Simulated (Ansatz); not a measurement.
System: SiN2H5Cl, charge 0, singlet. SiN2H5Cl (SMILES N[SiH](N)Cl).
B3LYP-D3(BJ)/def2-TZVP minimum from Ansatz (an electronic-structure program):
```
Si
N 1 1.7009
H 2 1.0079 1 120.50
H 2 1.0085 3 111.89 1 151.30
N 1 1.7019 2 107.99 3 -160.58
H 5 1.0061 1 121.65 2 -152.92
H 5 1.0070 6 112.99 1 157.79
H 1 1.4751 2 105.80 3 -32.52
Cl 1 2.0860 8 104.44 2 -123.55
```

Total energies in cc-pV(D+d)Z, 26 correlated electrons, 12 frozen orbitals. Radicals and triplets start from unrestricted determinants; spin-orbit coupling is neglected. Correlated methods leave the cores frozen. No relativity.

```
method    program  energy (Eh)  minus CCSDT(Q) (mEh)
--------  -------  -----------  --------------------
HF         Ansatz   -860.38165                637.93
MP2        Ansatz   -860.95865                 60.92
CCSD       Ansatz   -861.00242                 17.15
CCSD(T)    Ansatz   -861.01729                  2.28
CCSDT(Q)   Ansatz   -861.01957                  0.00
```

Rough core times of Ansatz's runs on a shared machine: CCSD(T) under 20 s, CCSDT(Q) 30 min.
